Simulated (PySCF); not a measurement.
Compound: C6H5O2S (doublet state).
Atom-mapped SMILES: `[H]/[C:1]=[C:2](/[C:3]#[C:4][C:5](=[O:6])[OH:7])[S:8][CH3:9]` (hydrogens: H10 on C1; H11 on O7; H12, H13, H14 on C9)

Structure used (GFN2-xTB), in Å, numbered top down from 1:
```xyz
14
C6H5O2S angstrom
C      1.1008   -2.6736    0.9500
C      0.7119   -1.6020    0.3617
C     -0.4849   -0.8885    0.4327
C     -1.4537   -0.1661    0.4262
C     -2.6594    0.6098    0.4713
O     -3.7293    0.2022    0.8383
O     -2.4465    1.8681    0.0517
S      1.9600   -0.7413   -0.7854
C      2.0580    0.8517    0.0716
H      1.9513   -3.3103    0.9628
H     -3.2748    2.3714    0.0854
H      1.0693    1.2992    0.1249
H      2.4723    0.7057    1.0653
H      2.7243    1.4733   -0.5188
```

The hyperfine couplings belong to this conformer and change with its torsions.

Theory: UKS B3LYP, pcH-1 on C H O S, non-relativistic, mean-field spin-orbit, GIAO in PySCF. One conformer (not necessarily the lowest) at the GFN2-xTB geometry, without solvent, vibrations or thermal averaging. The geometry wasn't refined by DFT: couplings that depend on bond lengths, twists or pyramidal angles can differ widely from those at the functional's own minimum. The SCF solution wasn't tested for stability.

Task: The isotropic 13C couplings are +252.7, +46.4, -12.2, -3.9, +2.4, -1.1 MHz. Assign them to C1; C2; C3; C4; C5; C9.

Result: 
| site | a_iso (MHz) | ρ(0) (bohr⁻³) | position | distance from C1 (Å) | spin population | largest \|T\| (MHz) |
| --- | --- | --- | --- | --- | --- | --- |
| C1 | +252.7 | +0.2251 | largest spin population | 0.00 | +0.98 | 139.1 |
| C2 | -12.2 | -0.0109 | 1 bond from C1 | 1.28 | -0.17 | 18.2 |
| C3 | +46.4 | +0.0412 | 2 bonds from C1 | 2.44 | +0.05 | 2.8 |
| C4 | -1.1 | -0.0010 | 3 bonds from C1 | 3.62 | -0.05 | 5.7 |
| C5 | +2.4 | +0.0021 | 4 bonds from C1 | 5.01 | 0.00 | 0.3 |
| C9 | -3.9 | -0.0035 | 3 bonds from C1 | 3.76 | 0.00 | 1.6 |

Task: The isotropic 1H couplings, averaged over equivalent nuclei, are +26.5, +9.0, -0.2 MHz. Assign them to H10; H11; H12/H13/H14.

Result: 
```
       site  a_iso (MHz)  ρ(0) (bohr⁻³)         position  distance from C1 (Å)  bound to  spin population there  largest |T| (MHz)
        H10        +26.5        +0.0059   1 bond from C1                  1.06        C1                  +0.98               39.9
        H11         -0.2         0.0000  6 bonds from C1                  6.73        O7                   0.00                0.3
H12/H13/H14         +9.0        +0.0020  4 bonds from C1                  4.13        C9                   0.00                2.4
```

ρ(0) is the spin density at the nucleus and T the dipolar tensor; a_iso includes a spin–orbit part; entries for several nuclei are means. The largest Mulliken spin populations are on C1 (+0.98), S8 (+0.19) and C2 (-0.17).

Nuclei that the bonding pattern makes equivalent are averaged, as if the motion that swaps them (rotation, inversion, ring flip) were fast. The three 1H nuclei of mean +9.0 MHz run from -1.4 to 17.0 MHz in the frozen geometry.
